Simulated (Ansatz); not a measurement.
```yaml
crystal:
  periodic: [false, false, false]
  atoms:
    - {symbol: Cu, position_ang: [-0.029098, -1.687262, -1.250782]}
    - {symbol: Cu, position_ang: [0.376949, 0.480219, 0.651642]}
    - {symbol: H, position_ang: [0.219495, 2.207969, 1.783175]}
    - {symbol: H, position_ang: [-1.331319, -2.045516, -2.556107]}
    - {symbol: H, position_ang: [1.338101, -1.191871, 0.206641]}
    - {symbol: H, position_ang: [-0.574115, 2.236449, 1.165430]}
basis:
  gaussian: {orbitals: STO-3G}
hamiltonian: {xc: {name: PBE}, pseudopotentials: {relativity: none}}
accuracy: high
scf: {omitted_lower_state_checks: [starts]}
output: {forces: true}
```

```sh
$ ansatz run in.yaml --threads 4 --pin off --events-out ev --progress --plain --max-ram 3916MiB
```

Output, abridged:

```
Functional definition: PBE
531 factors; integrals over basis functions are off by at most 3.4e-9 eV
mean field evaluation 1: about -87334.4951 eV, gradient 7.8e1 eV
mean field evaluation 2: about -88050.2569 eV, gradient 9.0e1 eV
mean field evaluation 4: about -88130.1390 eV, gradient 9.7e1 eV
mean field evaluation 8: about -88134.9445 eV, gradient 9.7e1 eV
mean field evaluation 16: about -88288.6008 eV, gradient 5.2e1 eV
mean field evaluation 32: about -88292.0492 eV, gradient 4.6e-1 eV
mean field -88292.06070650 eV, -3244.6733844555 hartree, gradient 6.2e-8 eV, S^2 0.000000; 0 other end points of the search recorded, 0 dependent functions left out
reference -88292.06070907 eV, -3244.6733845502 hartree; 31, 31 occupied and 9, 9 virtual orbitals, 531 factors
Total energy: -88292.06070907 eV, -3244.6733845502 hartree
Atom 0 at    -0.029098    -1.687262    -1.250782 Å, force    -0.975499     3.383499     1.679183 eV/Å
Atom 1 at     0.376949     0.480219     0.651642 Å, force    -0.676782    -3.870696    -3.359176 eV/Å
Atom 2 at     0.219495     2.207969     1.783175 Å, force    -2.303908    -0.011251    -1.861702 eV/Å
Atom 3 at    -1.331319    -2.045516    -2.556107 Å, force     2.417534     0.596143     2.372948 eV/Å
Atom 4 at     1.338101    -1.191871     0.206641 Å, force    -1.034445     0.300140    -0.611721 eV/Å
Atom 5 at    -0.574115     2.236449     1.165430 Å, force     2.573100    -0.397836     1.780469 eV/Å
Dipole moment:    -0.098460     0.418380     0.225408 e Å
Checks for a lower state left out: starts
```

Run time 4.5 s (4 threads of Intel Xeon Platinum 8259CL on a shared host).
